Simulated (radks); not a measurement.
Charge is removed step by step from the 3s down level of the cobalt ion Co2+, starting from [Ne] 3s(up 1, down 1) 3p6 3d7. All-electron calculation, non-relativistic Kohn-Sham, SCAN, spin-polarised, spherical densities, point nucleus; open shells are filled with parallel spins first; meta-GGA in the generalised Kohn-Sham scheme. Program: a radial shooting solver on a logarithmic mesh with Libxc functionals.

| removed (e) | E - E(0) (eV) | eigenvalue (eV) |
|---|---|---|
| 0 | 0.000 | -119.94 |
| 0.125 | 15.131 | -122.18 |
| 0.25 | 30.548 | -124.45 |
| 0.375 | 46.247 | -126.74 |
| 0.5 | 62.233 | -129.04 |
| 0.625 | 78.508 | -131.34 |
| 0.75 | 95.070 | -133.63 |
| 0.875 | 111.92 | -135.87 |

The mean slope of the eigenvalue, de/dn, is 18.2 eV per electron.
